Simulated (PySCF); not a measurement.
Method used: delta-SCF UKS SCAN, pcX-2 on the ionised atom, pcseg-1 elsewhere, spin-free X2C in PySCF. Geometries: GFN2-xTB; isolated species, one conformer each. Values against the vacuum level.

(1) Order these sites by rising C 1s binding energy.
A. C4 in `[CH3:1][O:2][SiH2:3][CH:4]([F:5])[F:6]`
B. C1 in `[CH3:1][CH2:2][O:3][SiH:4]([F:5])[F:6]`
C. C3 in `[CH3:1][O:2][C:3]([F:4])([F:5])[SiH3:6]`
D. C3 in `[OH:1][SiH2:2][C@H:3]([F:4])[CH2:5][F:6]`

(2) Order these sites by rising O 1s binding energy.
A. Oxygen in `OC[C@@H](F)[SiH2]F`
B. Oxygen in `COC(F)(F)[SiH3]`
C. Oxygen in `FC(F)[SiH2]OC`

Results:

(1) B (291.01 eV), D (292.64 eV), A (294.80 eV), C (296.03 eV).

From the lowest up, the atoms are bonded to: C and 3 H (291.01); F, C, H and Si (292.64); 2 F, H and Si (294.80); 2 F, O and Si (296.03).

(2) C (538.48 eV), A (538.96 eV), B (539.53 eV).

The highest is bonded to 2 C, the lowest to C and Si; the range is 1.05 eV.
